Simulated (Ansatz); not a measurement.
The first iterations of a band of CH$_{6}$Ge (8 atoms, charge 0, multiplicity 1).

Theory: RKS BHLYP-D4/def2-SVP in Ansatz 0.2.0.

| Item | Value |
| --- | --- |
| movable images | 9 |
| climbing image | yes |
| spring | 5.0 eV/Å² |
| optimiser | quadratic models (default) |
| start path | through a guess of the saddle point |
| force threshold | 0.03 eV/Å |
| iteration limit | 60 |
| end points | relaxed |

Initial state:

```xyz
8
Properties=species:S:1:pos:R:3
Ge 0.182 -0.027 0.360
H -0.256 -0.295 1.805
C 2.130 0.030 0.239
H 2.560 -0.922 0.558
H 2.443 0.224 -0.789
H 2.528 0.822 0.878
H -0.421 1.309 -0.094
H -0.376 -1.142 -0.534
```

Final state:

```xyz
8
Properties=species:S:1:pos:R:3
Ge -0.933 0.083 0.313
H 1.331 -0.230 1.398
C 2.162 -0.049 0.705
H 2.701 -0.986 0.560
H 1.810 0.316 -0.262
H 2.816 0.700 1.154
H -0.537 1.220 -0.718
H -0.561 -1.053 -0.727
```

| iteration | highest image above the first end (eV) | largest band force component (eV/Å) |
| --- | --- | --- |
| 1 | 4.826 | 4.156 |
| 2 | 3.431 | 2.323 |
| 3 | 3.182 | 2.364 |
| 4 | 2.927 | 0.613 |
| 5 | 2.790 | 1.833 |
| 6 | 3.000 | 0.437 |
| 7 | 2.994 | 0.227 |

**Question.** Does the band converge within its limit, and where does its top end?

**Answer.** The run converged. It ended after 21 iterations with the highest image 2.981 eV above the first end. A vibrational analysis at the climbing image gives one clearly imaginary mode, 1340i cm⁻¹: a first-order saddle point. The orbitals stay closed-shell, which can raise the energy where a bond breaks towards radicals; this wasn't checked here.

The run took 7.8 min on 1 thread of Arm Neoverse V1, on a shared host, peak memory 0.15 GiB.
